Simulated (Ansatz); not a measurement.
The same path of C2H8Si + FH (13 atoms, charge 0, multiplicity 1) was run twice with different band settings. Lost on the way: Si1–H2, H6–F7. Made: Si1–F7, H2–H6.

The calculation used RKS LDA/def2-mTZVP in Ansatz 0.2.0.

Relaxed end points:

```xyz
13
Properties=species:S:1:pos:R:3
Si -0.022 0.023 0.552
H 1.493 -0.146 0.538
C -0.758 -1.680 0.680
C -0.513 0.939 -0.988
H -0.308 0.832 1.781
H 2.169 0.997 -0.144
F 2.536 1.770 -0.577
H -0.488 -2.298 -0.192
H -1.859 -1.630 0.724
H -0.412 -2.206 1.583
H 0.028 1.896 -1.065
H -0.269 0.355 -1.890
H -1.595 1.147 -1.003
```

```xyz
13
Properties=species:S:1:pos:R:3
Si 0.003 0.426 0.019
H 2.702 -0.479 2.105
C -0.383 -1.346 0.387
C -1.074 1.147 -1.302
H -0.052 1.256 1.266
H 2.589 -0.228 1.386
F 1.538 0.498 -0.507
H -0.297 -1.971 -0.517
H -1.408 -1.459 0.777
H 0.308 -1.753 1.143
H -0.775 2.179 -1.542
H -1.019 0.556 -2.231
H -2.130 1.173 -0.984
```

Common settings: spring 5.0 eV/Å²; optimiser quadratic models (default); start path through a guess of the saddle point; force threshold 0.05 eV/Å; iteration limit 60; end points relaxed.

| run | movable images | climbing image |
| --- | --- | --- |
| 1 | 9 | yes |
| 2 | 6 | no |

Question: What does each run give, and how far can it be trusted?

Answer: Run 1: converged after 35 iterations, highest image 1.082 eV above the first end. Neighbouring images differ by up to 1.5 eV, so the band resolves the path poorly. A vibrational analysis at the climbing image gives one clearly imaginary mode, 868i cm⁻¹: a first-order saddle point.
Run 2: converged after 59 iterations, highest image 0.055 eV above the first end. No image climbed, so the highest image needn't sit at the top of the path. A band with more images between the same ends climbed to 1.08 eV, so this one has probably stepped over the top.
The orbitals stay closed-shell, which can raise the energy where a bond breaks towards radicals; this wasn't checked here.
